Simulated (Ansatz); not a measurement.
C2H5ClSn can be A, `C[CH2][Sn][Cl]`, or B, `C=[CH][SnH2][Cl]`.

Calculated with Ansatz (gas phase, PBE0-D4/def2-TZVP geometries, no zero-point term in ΔE). CCSD(T)/CBS adds triple-zeta CCSD(T) − MP2 to the extrapolated MP2 energy (def2 sets, frozen cores). DFT in def2-TZVPP. B3LYP here is the variant with VWN-RPA as its local correlation; programs differ in this. def2 core potentials past Kr. For Sn outer-core shells are correlated without core-valence functions, which leaves a few kJ/mol of doubt a bond. One conformer a species, not always the lowest.

A:

Z-matrix (Å, degrees):
```
C
C 1 1.524
H 1 1.092 2 111.2
H 1 1.094 2 111.6 3 120.1
H 1 1.094 2 112.0 3 -120.2
Sn 2 2.191 1 114.1 3 58.0
H 2 1.095 1 111.3 3 -179.6
H 2 1.097 1 110.4 3 -60.9
Cl 6 2.384 2 94.2 1 -57.2
```

B:

Z-matrix (Å, degrees):
```
Sn
C 1 2.113
Cl 1 2.341 2 107.2
H 1 1.703 2 114.2 3 115.5
H 1 1.704 2 110.2 3 -115.6
C 2 1.327 1 121.6 3 117.4
H 2 1.087 1 118.7 3 -62.5
H 6 1.087 2 121.7 1 179.9
H 6 1.087 2 122.5 1 -0.3
```

(1) Which isomer does CCSD(T)/CBS put lower? Give the gap. (Best estimate.)

(2) Give E(B) − E(A) in kcal/mol with CCSD/def2-TZVPP, PBE-D4, PBE0-D4, MP2/def2-TZVPP, B3LYP-D4, BLYP-D4, LDA (SPW92). (An estimate is asked.)

(3) Does the order hold for the free energy at 298.15 K (harmonic terms from PBE0-D4)? (Estimate.)

Largest T1 diagnostic: 0.013.

Results:

(1) The calculation gave: A, by 29.0 kcal/mol.

(2) Ansatz gave: CCSD/def2-TZVPP 27.9, PBE-D4 33.9, PBE0-D4 32.5, MP2/def2-TZVPP 31.1, B3LYP-D4 33.1, BLYP-D4 34.2, LDA (SPW92) 33.4. None reverses the order clearly.

(3) The calculation gave: Yes: G(B) − G(A) = +24.3 kcal/mol, for one conformer each. Modes under 60 cm⁻¹, often nearly free rotors, make the harmonic entropy too high.

From BLYP to BHLYP (50 % exact exchange), in def2-TZVPP and without D4, E(B) − E(A) moves by −2.5 kcal/mol. In def2-TZVPP, CCSD(T) changes the Hartree–Fock value by +2.7 kcal/mol (the triples alone add −0.5 kcal/mol) and MP2 by +6.4 kcal/mol.
